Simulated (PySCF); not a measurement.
CH₂FNO₂Si, SMILES [Si@@H](O)(OC#N)F.

Geometry: B3LYP-D3(BJ)/def2-SVP. The structure was generated by enumeration; whether it is a known compound was not checked. One conformer was computed; it need not be the lowest.

Computed with SMD-ωB97X/6-31G* run with PySCF.

Solvation free energies are E(SMD) − E(gas) at the gas-phase geometry, for 1 M in both phases. In vacuum the dipole moment is 4.46 D.

Estimate the solvation free energies in water, acetone, methanol. (An estimate is asked for; the answer gives what the named calculation found.)


```
solvent   ΔG(solv) (kcal/mol)  its non-electrostatic (CDS) part  dipole (D)
--------  -------------------  --------------------------------  ----------
water                    -6.1                               5.9        5.39
acetone                  -7.0                               1.6        5.33
methanol                 -7.3                               4.4        5.37
```
